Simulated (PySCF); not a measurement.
# How methods differ on the excitation energy of B²⁺

B²⁺ [He] 2s1 (2S) → B²⁺ [He] 3d1 (2D), as a difference of total energies. Computed with PySCF 2.14 in aug-cc-pwCVQZ (9s8p6d4f2g, 109 functions), with the non-relativistic Hamiltonian (point nucleus). Correlated levels: valence and next inner shell: nothing frozen. The calculations carry no spin-orbit coupling.

```tsv
method	excitation energy (eV)
UHF	24.231
LDA	23.769
PBE	23.659
PBE0	23.834
r2SCAN	23.649
M06-L	22.435
TPSSh	23.705
M06	23.002
MP2 (valence and next inner shell)	24.312
SCS-MP2 (valence and next inner shell)	24.305
```

Question: How much does correlation contribute at MP2 (valence and next inner shell)?

Answer: 24.312 − (24.231) = 0.081 eV, measured against UHF.

The promoted electron is Rydberg-like, and one or two diffuse shells describe it only roughly, which tends to raise the upper state.
